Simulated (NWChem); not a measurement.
System: CuH2OF; SMILES [OH2]->[Cu][F]

Here is an NWChem input.

```
start job
memory heap 200 mb stack 900 mb global 1100 mb
geometry units angstroms
  Cu     0.015274     0.011528    -0.020202
  F      1.476191     0.337145    -0.800799
  O     -1.617958    -0.360271     0.864685
  H     -1.459798    -0.033869     1.763464
  H     -1.644841    -1.327587     0.879758
end
basis spherical
  * library def2-svp
end
dft
  xc pbe0
  iterations 150
end
driver
  maxiter 120
end
task dft optimize
task dft freq
```

The level has its own optimisation; frequencies are unscaled.

Q: Predict the main results of this run. (PBE0/def2-SVP.) Quantities: r Cu–F (Å); r Cu–O (Å); r H–O (Å); highest harmonic frequency (cm⁻¹); lowest (cm⁻¹); zero-point energy (kcal/mol); dipole (D).

A: 
```yaml
r Cu–F (Å): 1.744
r Cu–O (Å): 1.933
r H–O (Å): 0.966
highest harmonic frequency (cm⁻¹): 3926
lowest (cm⁻¹): 148
zero-point energy (kcal/mol): 16.8
dipole (D): 8.07
```
